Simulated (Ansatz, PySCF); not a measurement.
This Ansatz (an electronic-structure program) input computes a CAM-B3LYP/def2-TZVPD energy:

Ansatz 0.2 input:
```yaml
crystal:
  periodic: [false, false, false]
  atoms:
    - {symbol: Ca, position_ang: [0.00000000, 0.00000000, 0.00000000]}
    - {symbol: Cl, position_ang: [0.00000000, 0.00000000, 2.46962058]}
    - {symbol: Cl, position_ang: [-0.00000000, -0.00000000, -2.46962058]}
basis:
  gaussian:
    orbitals: def2-TZVPD
hamiltonian:
  xc: {name: CAM-B3LYP}
output: {forces: true}
```

Question: Write an input for the same energy in PySCF and say what it gives.

Answer: 
```python
from pyscf import gto, scf, dft

mol = gto.M(
    atom='''
    Ca    0.00000000    0.00000000    0.00000000
    Cl    0.00000000    0.00000000    2.46962058
    Cl   -0.00000000   -0.00000000   -2.46962058
    ''',
    basis='def2-tzvpd',
    charge=0,
    spin=0,
    verbose=4,
)

mf = dft.RKS(mol, xc='camb3lyp').density_fit(auxbasis='def2-universal-jkfit')
mf.grids.level = 3
mf.conv_tol = 1e-9
mf.max_cycle = 100
mf.max_memory = 1500
mf.kernel()
if not mf.converged:
    mf = mf.newton()
    mf.kernel(mf.make_rdm1())
mf.analyze()
```
It gives -1598.25373 Eh, and Ansatz -1598.25369 Eh, a difference of 0.04 mEh, from the treatment of integrals and grids.
